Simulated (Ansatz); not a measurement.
Reaction (formal exchange of groups at a Ge–O bond): `[OH][GeH2][GeH3]` + digermane → `[GeH3][GeH2][GeH2][GeH3]` + H₂O

Gas-phase electronic energies from Ansatz, PBE0-D4/def2-TZVP geometries. CCSD(T)/CBS adds triple-zeta CCSD(T) − MP2 to the extrapolated MP2 energy (def2 sets, frozen cores). This one scheme is used for every species. DFT in def2-TZVPP. B3LYP here is the variant with VWN-RPA as its local correlation; programs differ in this. HSE06 is defined as in plane-wave codes. For Ge outer-core shells are correlated without core-valence functions, which leaves a few kJ/mol of doubt a bond. Scalar relativity is left out up to krypton. Each species was taken in one conformer, which may not be the lowest.

| level | ΔE (kcal/mol) | difference from CCSD(T)/CBS |
| --- | --- | --- |
| LDA (SPW92) | -7.5 | 0.8 |
| PBE-D4 | -8.2 | 0.1 |
| revPBE-D4 | -7.7 | 0.6 |
| BLYP-D4 | -5.8 | 2.5 |
| B97M-V | -2.6 | 5.7 |
| B3LYP-D4 | -6.4 | 1.9 |
| r2SCANh-D4 | -6.7 | 1.6 |
| r2SCAN0-D4 | -7.3 | 1.0 |
| HSE06-D4 | -8.8 | -0.5 |
| BHLYP-D4 | -6.5 | 1.8 |
| CAM-B3LYP-D4 | -4.5 | 3.8 |
| ωB97X-V | -4.9 | 3.4 |
| ωB97M-V | -6.1 | 2.2 |
| B2PLYP | -4.6 | 3.7 |
| PBE | -6.4 | 1.9 |
| revPBE | -5.6 | 2.7 |
| BLYP | -2.6 | 5.7 |
| r2SCAN | -5.6 | 2.7 |
| PBE0 | -6.9 | 1.4 |
| B3LYP | -3.4 | 4.9 |
| r2SCANh | -6.0 | 2.3 |
| r2SCAN0 | -6.6 | 1.7 |
| BHLYP | -3.1 | 5.2 |
| CAM-B3LYP | -2.5 | 5.8 |
| LC-ωPBE | -4.9 | 3.4 |
| RPA@PBE/def2-TZVPP | -6.0 | 2.3 |
| HF/def2-SVP | -0.6 | 7.7 |
| MP2/def2-SVP | -5.1 | 3.2 |
| CCSD/def2-SVP | -4.2 | 4.1 |
| CCSD(T)/def2-SVP | -4.5 | 3.8 |
| MP2/def2-TZVPP | -8.1 | 0.2 |
| SCS-MP2/def2-TZVPP | -5.5 | 2.8 |
| CCSD/def2-TZVPP | -6.5 | 1.8 |
| CCSD(T)/def2-TZVPP | -7.1 | 1.2 |
| HF/def2-QZVPP | 0.1 | 8.4 |
| MP2/def2-QZVPP | -8.6 | -0.3 |
| SCS-MP2/def2-QZVPP | -5.8 | 2.5 |
| HF/CBS(def2) | 0.2 | 8.5 |
| MP2/CBS(def2) | -9.3 | -1.0 |
| CCSD/CBS(def2) | -7.7 | 0.6 |
| CCSD(T)/CBS | -8.3 | 0 |

Largest T1 diagnostic among the species: 0.012.

Leaving LDA and LC-ωPBE aside and taking each functional with its dispersion term where it has one, the values spread over 6.2 kcal/mol, from HSE06-D4 to B97M-V. LDA lies −1.2 kcal/mol from PBE without D4. At CCSD(T), def2-SVP lies +3.8 kcal/mol from the extrapolated value and def2-TZVPP +1.2 kcal/mol. The D4 term adds −3.0 kcal/mol with B3LYP and −1.8 kcal/mol with PBE0; it sums over pairs of atoms, weighted by their polarisabilities, and B3LYP, whose exchange is more repulsive, gets the larger term.
